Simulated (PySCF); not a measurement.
O₃Ru, neutral, multiplicity 3. Atoms are numbered in the order given.

```xyz
4

Ru     0.0717    -0.0391     0.0000
O     -0.1405    -0.7276    -1.5211
O     -0.1405    -0.7276     1.5211
O     -0.1132     1.6704     0.0000
```
Charge 0, spin multiplicity 3.

The structure is a stationary point at r2SCAN-D4/def2-TZVP. The spin state was assumed, not searched. The def2 effective core potentials stand for the cores of Ru; spin–orbit coupling is left out.

Level of theory: B3LYP/def2-TZVPD (PySCF).

Mulliken values depend strongly on the basis, most of all with diffuse functions as here. ESP charges are fitted to the potential on shells at 1.4 to 2.0 van der Waals radii. Atomic charges (e):

```
atom  ESP fit  Mulliken  Mulliken spin
----  -------  --------  -------------
Ru1         …      1.96           1.27
O2          …     -0.67           0.06
O3          …     -0.67           0.06
O4          …     -0.62           0.62
```

Task: What belongs in the gaps? (An estimate is asked for; the answer gives what the named calculation found.)

Result: 
- Ru1, ESP fit: 1.05
- O2, ESP fit: -0.35
- O3, ESP fit: -0.35
- O4, ESP fit: -0.36
